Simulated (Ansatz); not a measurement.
Cl2Si, SMILES `Cl[Si]Cl` (lower singlet) (charge 0, multiplicity 1). This singlet lies 2.33 eV below the relaxed triplet at the level composite: frozen-core CCSD(T) with HF/cc-pVQZ and the correlation energy extrapolated as X^-3 from cc-pVTZ and cc-pVQZ, plus CCSDT(Q) minus CCSD(T) in cc-pVDZ // PBE0-D3(BJ)/def2-TZVP (Ansatz, a first-principles code).

Z-matrix (Å, degrees):
```
Si
Cl 1 2.0774
Cl 1 2.0774 2 101.32
```
Charge 0, spin multiplicity 1.

Frozen-core energies in 6-31g from Ansatz at a geometry from PBE0-D3(BJ)/def2-TZVP; the HF reference has <S^2> = 0.00 and the T1 diagnostic is 0.016.

| level | energy (Ha) |
|---|---|
| HF | -1207.85655 |
| MP2 | -1207.97962 |
| CCSD | -1207.99901 |
| CCSD(T) | -1208.00324 |

Question: Estimate the energies of CCSDT, CCSDT(Q) and CCSDTQ, and give each level's difference from CCSDTQ.

Answer: 
```tsv
level	energy (Ha)	difference from CCSDTQ (mHa)
MP2	-1207.97962	24.37
CCSD	-1207.99901	4.98
CCSD(T)	-1208.00324	0.75
CCSDT	-1208.00384	0.16
CCSDT(Q)	-1208.00400	-0.01
CCSDTQ	-1208.00399	0.00
```
